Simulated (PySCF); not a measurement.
C4H6Si. Atoms are numbered in the order given.

```xyz
11

C      0.0000     0.7425    -1.2958
C      0.0000     1.3580    -0.0885
Si     0.0000     0.0000     1.2083
C      0.0000    -1.3580    -0.0885
C      0.0000    -0.7425    -1.2958
H      0.0000     1.2814    -2.2501
H      0.0000     2.4452     0.0137
H     -1.2061     0.0000     2.0839
H      1.2061     0.0000     2.0839
H      0.0000    -2.4452     0.0137
H      0.0000    -1.2814    -2.2501
```
Charge 0, spin multiplicity 1.

Geometry: TPSSh-D3(BJ)/def2-SVP.

Method: TDA-PBE0/def2-SVPD (PySCF).

Vertical excitations. Isolated molecule, no solvent. State labels are in the subgroup C2v.

Computed lowest excited states:
```tsv
state	symmetry	energy (eV)	λ (nm)	f	main pairs
S1	B2	4.68	265	0.084	HOMO→LUMO 94 %
S2	A2	5.66	219	0.000	HOMO−2→LUMO 99 %
S3	B1	6.00	206	0.007	HOMO−3→LUMO 97 %
S4	A1	6.36	195	0.055	HOMO−1→LUMO 69 %, HOMO→LUMO+3 30 %
S5	B1	6.40	194	0.008	HOMO→LUMO+1 98 %
S6	A2	6.41	194	0.000	HOMO→LUMO+2 97 %
S7	A2	7.23	172	0.000	HOMO→LUMO+4 80 %, HOMO→LUMO+5 16 %
S8	A2	7.28	170	0.000	HOMO→LUMO+5 83 %, HOMO→LUMO+4 16 %
S9	A1	7.41	167	0.137	HOMO−4→LUMO 52 %, HOMO→LUMO+3 28 %, HOMO−1→LUMO 13 %
S10	B1	7.51	165	0.035	HOMO→LUMO+6 97 %
T1	B2	2.60	478	0	HOMO→LUMO 96 %
T2	A1	4.63	268	0	HOMO−1→LUMO 57 %, HOMO→LUMO+3 28 %, HOMO−4→LUMO 11 %
T3	A2	5.18	239	0	HOMO−2→LUMO 98 %
T4	B1	5.38	230	0	HOMO−3→LUMO 97 %
```
Triplets are in the Tamm–Dancoff approximation.
